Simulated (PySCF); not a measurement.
# SbSF: from structure and modes to constants

These are results of PySCF, PBE0, basis Sb def2-TZVP with ECP28, S def2-TZVP, F def2-TZVP (scalar-relativistic core potentials, no spin–orbit coupling, density fitting), not measurements.

The singlet minimum has Cs symmetry. Masses (u): Sb 120.90382, S 31.97207, F 18.99840.

```xyz
3
charge 0 multiplicity 1, angstrom
Sb    0.1570    0.0000   -0.3782
S    -1.5836    0.0000    0.9506
F     1.6625    0.0000    0.8197
```

Harmonic wavenumbers (cm⁻¹): 189.0 (a', ×1), 518.7 (a', ×1), 596.3 (a', ×1).

(1) Find the principal moments of inertia and the rotational constants. What kind of rotor is it?

(2) What is the harmonic zero-point energy?

(3) Find the vibrational entropy and heat capacity at 298.15 K.

Results:

(1) About the centre of mass I = 48.969, 145.65, 194.62 u Å². With B = 16.8576/I this gives 0.3443, 0.1157, 0.08662 cm⁻¹. The molecule is an asymmetric top with κ = -0.77.

(2) Half the sum of all 3 wavenumbers, 1304/2 = 652 cm⁻¹, which is 7.8 kJ/mol (1 cm⁻¹ = 0.0119627 kJ/mol).

(3) With u = 1.43878 ω/T, each mode gives S = R[u/(eᵘ−1) − ln(1−e⁻ᵘ)] and C = R u² eᵘ/(eᵘ−1)².
| ω (cm⁻¹) | u | S (J/(mol K)) | C (J/(mol K)) |
| --- | --- | --- | --- |
| 189.0 | 0.912 | 9.36 | 7.76 |
| 518.7 | 2.503 | 2.56 | 5.06 |
| 596.3 | 2.878 | 1.91 | 4.35 |
The sums over all modes are S = 13.8 and C = 17.2 J/(mol K); the softest mode gives 68 % of the entropy.

Other isomers or separated fragments may lie lower.
